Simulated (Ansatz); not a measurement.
```csv
atom,x (Å),y (Å),z (Å)
Sc,0.0000,0.0000,0.9900
C,0.0000,0.0000,-0.9900
```

Basis set: cc-pVTZ (spherical functions). Frozen core: 6 orbitals. Correlation on ROHF uses semicanonical orbitals with singles. Charge 0, multiplicity 2.

Computed with Ansatz (development build ahead of 0.2.0); the reference of a correlated method needn't be the lowest determinant of its kind.

The atomization energy at this shape (free ground-state atoms in the same class of orbitals less the molecule, no zero-point energy) of doublet ScC:

```tsv
method	atomization energy
ROHF-CCSD(T)	2.87 eV
ROHF-CCSD	2.31 eV
UHF-CCSD	2.49 eV
```

(1) What does UHF-CCSD(T) give?

## Answers

(1) 2.73 eV. Caution: the reference determinant was not shown to be the lowest. Caution for ROHF-CCSD(T), ROHF-CCSD: an unrestricted determinant lies well below; large share of triples, a single reference is doubtful. Caution for UHF-CCSD(T), UHF-CCSD: a free atom is spin contaminated; the unrestricted determinant is a mixture of spin states. Caution for UHF-CCSD(T): another reference gives a lower total.
